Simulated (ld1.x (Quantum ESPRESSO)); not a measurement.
What one change does to a pseudopotential (Ge, TM)

```
Element                 : germanium
Generator               : ld1.x (Quantum ESPRESSO) 7.5
Type                    : norm-conserving Troullier–Martins (Kleinman–Bylander form)
Functional              : LDA (PZ)
Relativity              : scalar-relativistic
Frozen core             : [Ar]
Valence charge          : 14
Reference configuration : 3d10 4s2 4p2
Partial waves           : 4s (bound): rc 1.30 bohr; 4p (bound): rc 2.00 bohr; 4f channel at -0.2 Ry: rc 1.70 bohr; 3d (bound): rc 1.25 bohr
Local potential         : the d channel
Core correction         : none
```

All-electron outer shells of the reference configuration (LDA (PZ), scalar-relativistic, ld1.x):

```csv
shell,level (eV),outermost node (bohr),outermost maximum (bohr)
3s,-167.73,0.26,0.54
3p,-115.38,0.23,0.54
3d,-29.55,–,0.50
4s,-11.95,0.77,1.73
4p,-4.05,0.82,2.19
```

Change: wave 4p (bound): rc 2.00 bohr becomes 4p (bound): rc 2.08 bohr.

Cutoffs: the cutoffs (Ry, on a coarse ladder) from which the occupation-weighted sum of valence levels, in a spherical-Bessel basis at the reference potential, stays within 10 and 1 mRy of its value at 400 Ry; they do not see the model core or the augmentation charge, which bear on the density cutoff. Errors are all-electron minus pseudo energies relative to the spin-unpolarised reference configuration.

Question: Predict the effect on cutoff, ghosts and configuration errors.

Answer: Both files keep a bound ghost (p, s); of the 9 tests that both files solve, the error grows in 0 and shrinks in 1 by more than 15 % and 0.3 meV (median size 1.5 → 1.2 meV).

```tsv
quantity	base	changed
cutoff, loose	180 Ry	180 Ry
cutoff, tight	over 300 Ry	over 300 Ry
bound ghosts	s, p	s, p
error for 3d10 4s2 4p1, meV [ΔE 7.64 eV]	-0.4	-0.4
error for 3d10 4s2 4p0, meV [ΔE 23.35 eV]	+1.5	+1.2
error for 3d10 4s1 4p0, meV [ΔE 58.57 eV]	+29	+28
error for 3d10 4s1 4p2, meV [ΔE 16.41 eV]	+3.2	+3.5
error for 3d10 4s0 4p4, meV [ΔE 16.36 eV]	-0.7	+0.4
error for 3d10 4s1 4p3, meV [ΔE 8.04 eV]	-0.2	+0.1
error for 3d10 4s2 4p1.5, meV [ΔE 2.89 eV]	-0.3	-0.3
error for 3d10 4s2 4p2 (spin-polarised), meV [ΔE -0.56 eV]	+8.7	+8.4
error for 3d10 4s2 4p1 (spin-polarised), meV [ΔE 7.45 eV]	+3.2	+3.0
```

 A true bound ghost makes a file unfit for plane-wave use even where its test errors are small: the radial tests pick states by their node count and pass the ghost by.
